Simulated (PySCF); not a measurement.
**Polarisability and C₆ of Hf⁷¹⁺ (hafnium, charge +71)**

1s1, 2S determinant. Calculation: PySCF 2.14, in an uncontracted even-tempered set (15 s from 200 bohr⁻², ratio 2.2; 7 p from 310 bohr⁻², ratio 2.4; 4 d from 930 bohr⁻², ratio 2.4; 3 f from 1400 bohr⁻², ratio 2.4; 3 g from 2100 bohr⁻², ratio 2.4); the non-relativistic Hamiltonian (point nucleus). Coupled (time-dependent) response in atomic units; α is the mean over directions.

| method | mean α (bohr³) | C₆ (like pair) | S(−4) |
| --- | --- | --- | --- |
| UHF | 1.674e-07 | 4.665e-11 | 3.676e-14 |

S(−4) is the Cauchy moment in α(ω) = α(0) + S(−4) ω² + …

α(iu) at UHF:

```csv
u (hartree),α(iu) (bohr³)
0,1.674e-07
200,1.660e-07
400,1.618e-07
800,1.470e-07
1200,1.280e-07
1600,1.087e-07
2000,9.150e-08
3000,5.986e-08
4000,4.086e-08
6000,2.180e-08
10000,8.922e-09
```

A single London oscillator, α(iu) = α/(1 + u²/ω²), gives C₆ = (3/4) ω α². Matching the computed C₆ needs ω = 4 × 4.665e-11 / (3 × 1.674e-07²) = 2220 hartree.

For a non-relativistic one-electron ion the exact value is 9/(2Z⁴) = 1.674e-07 bohr³; Hartree-Fock is exact here up to the basis.

For an ion, C₆ is the dispersion term alone; charge-induced terms of lower order in 1/R come first.

A non-relativistic calculation at this Z misses sizeable relativistic shifts.
